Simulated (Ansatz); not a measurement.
```yaml
crystal:
  periodic: [false, false, false]
  atoms:
    - {symbol: C, position_ang: [-1.901599, -0.489231, 0.724898]}
    - {symbol: O, position_ang: [-0.691712, 0.007305, 0.201146]}
    - {symbol: B, position_ang: [0.424851, -0.762242, 0.147735]}
    - {symbol: O, position_ang: [1.579178, -0.277003, -0.356509]}
    - {symbol: C, position_ang: [1.696771, 1.041730, -0.853310]}
    - {symbol: H, position_ang: [-2.675726, -0.437350, -0.044169]}
    - {symbol: H, position_ang: [-1.799691, -1.525894, 1.058830]}
    - {symbol: H, position_ang: [-2.208673, 0.129055, 1.571569]}
    - {symbol: H, position_ang: [0.421685, -1.894326, 0.545418]}
    - {symbol: H, position_ang: [2.470462, 1.563429, -0.285898]}
    - {symbol: H, position_ang: [2.003502, 0.996711, -1.900505]}
    - {symbol: H, position_ang: [0.757953, 1.592515, -0.775108]}
basis:
  gaussian: {orbitals: "6-31++G**"}
magnetization: {spin_polarized: true, initial_magnetization: 6}
hamiltonian: {xc: {name: LC-wPBE}}
output: {forces: true}
```

```sh
$ ansatz run in.yaml --threads 4 --pin off --events-out ev --progress --plain --max-ram 10444MiB
```

Shortened log:

```
Functional definition: LC-wPBE
1311 factors; their error is unknown
509 factors; integrals over basis functions are off by at most 1.6e-5 eV
mean field evaluation 1: about -6925.1771 eV, gradient 3.0e1 eV
mean field evaluation 2: about -6925.2122 eV, gradient 3.6e1 eV
mean field evaluation 4: about -6930.8650 eV, gradient 3.9e0 eV
mean field evaluation 8: about -6931.4805 eV, gradient 9.1e-1 eV
mean field evaluation 16: about -6931.6943 eV, gradient 2.9e-1 eV
mean field evaluation 32: about -6931.7251 eV, gradient 2.1e0 eV
mean field -6931.95693601 eV, -254.7447187493 hartree, gradient 3.6e-6 eV, S^2 12.009872; 6 other end points of the search recorded, 0 dependent functions left out
reference -6931.95693602 eV, -254.7447187497 hartree; 23, 17 occupied and 114, 120 virtual orbitals, 1311 factors
Total energy: -6931.95693602 eV, -254.7447187497 hartree
Atom 0 at    -1.901599    -0.489231     0.724898 Å, force     1.742007    -1.082987    -0.122235 eV/Å
Atom 1 at    -0.691712     0.007305     0.201146 Å, force    -6.760455     1.738794     1.346879 eV/Å
Atom 2 at     0.424851    -0.762242     0.147735 Å, force     0.219439     0.099935    -0.097584 eV/Å
Atom 3 at     1.579178    -0.277003    -0.356509 Å, force     6.210731     2.613430    -2.713956 eV/Å
Atom 4 at     1.696771     1.041730    -0.853310 Å, force    -1.412899     0.344791     0.286592 eV/Å
Atom 5 at    -2.675726    -0.437350    -0.044169 Å, force    -0.625116     0.719691    -0.671907 eV/Å
Atom 6 at    -1.799691    -1.525894     1.058830 Å, force     0.123859    -0.357155     0.088880 eV/Å
Atom 7 at    -2.208673     0.129055     1.571569 Å, force    -0.337560     1.068564     0.322249 eV/Å
Atom 8 at     0.421685    -1.894326     0.545418 Å, force    -0.499999    -4.225829     1.625527 eV/Å
Atom 9 at     2.470462     1.563429    -0.285898 Å, force     0.827321    -0.220416     0.327294 eV/Å
Atom 10 at     2.003502     0.996711    -1.900505 Å, force     0.592903    -0.504612    -0.483185 eV/Å
Atom 11 at     0.757953     1.592515    -0.775108 Å, force    -0.080231    -0.194206     0.091446 eV/Å
Dipole moment:     0.606271     1.327774    -0.640939 e Å
```

In this input the spin is set far too high for this molecule. The calculation finished and met its thresholds. The result belongs to that input, not to the molecule as meant.
